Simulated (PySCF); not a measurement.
SMILES c1(ccc(cc1)F)C(C)C (C9H11F), singlet, GFN2-xTB optimised geometry.

```
21

C     -2.04    -1.99    -1.22
C     -1.14    -1.88     0.01
C     -1.95    -2.02     1.30
C     -0.37    -0.58     0.00
C     -1.04     0.65     0.00
C     -0.34     1.84     0.00
C      1.04     1.80     0.00
F      1.73     2.96     0.00
C      1.74     0.61     0.00
C      1.02    -0.58     0.00
H     -2.82    -1.22    -1.20
H     -2.53    -2.96    -1.24
H     -1.46    -1.87    -2.13
H     -0.41    -2.70    -0.03
H     -2.70    -1.24     1.37
H     -1.29    -1.95     2.16
H     -2.45    -2.98     1.32
H     -2.11     0.67     0.00
H     -0.85     2.79     0.00
H      2.82     0.61     0.00
H      1.55    -1.52     0.00
```

Density from CAM-B3LYP/def2-SVP (PySCF) at that geometry.

Minimum of the electron density along straight lines between bonded atoms, close to the bond critical point (lines longer than 1.1 times the sum of covalent radii, or with two minima, are not listed):

| bond | length / Å | ρ at the minimum / e bohr⁻³ | ∇²ρ there / e bohr⁻⁵ | position (fraction from the first atom) |
|---|---|---|---|---|
| C1–C2 | 1.530 | 0.244 | -0.56 | 0.50 |
| C2–C3 | 1.530 | 0.244 | -0.56 | 0.50 |
| C2–C4 | 1.509 | 0.256 | -0.61 | 0.49 |
| C4–C5 | 1.391 | 0.311 | -0.80 | 0.50 |
| C5–C6 | 1.382 | 0.314 | -0.81 | 0.50 |
| C6–C7 | 1.382 | 0.320 | -0.86 | 0.48 |
| C7–F8 | 1.352 | 0.251 | 0.08 | 0.34 |
| C7–C9 | 1.381 | 0.320 | -0.86 | 0.52 |
| C4–C10 | 1.389 | 0.312 | -0.80 | 0.50 |
| C9–C10 | 1.384 | 0.314 | -0.81 | 0.50 |
| C1–H11 | 1.087 | 0.277 | -1.02 | 0.63 |
| C1–H12 | 1.088 | 0.277 | -1.02 | 0.63 |
| C1–H13 | 1.088 | 0.277 | -1.03 | 0.63 |
| C2–H14 | 1.096 | 0.277 | -1.01 | 0.62 |
| C3–H15 | 1.087 | 0.277 | -1.02 | 0.63 |
| C3–H16 | 1.088 | 0.277 | -1.03 | 0.63 |
| C3–H17 | 1.088 | 0.277 | -1.02 | 0.63 |
| C5–H18 | 1.079 | 0.284 | -1.09 | 0.63 |
| C6–H19 | 1.079 | 0.283 | -1.10 | 0.64 |
| C9–H20 | 1.079 | 0.283 | -1.10 | 0.64 |
| C10–H21 | 1.080 | 0.284 | -1.09 | 0.63 |
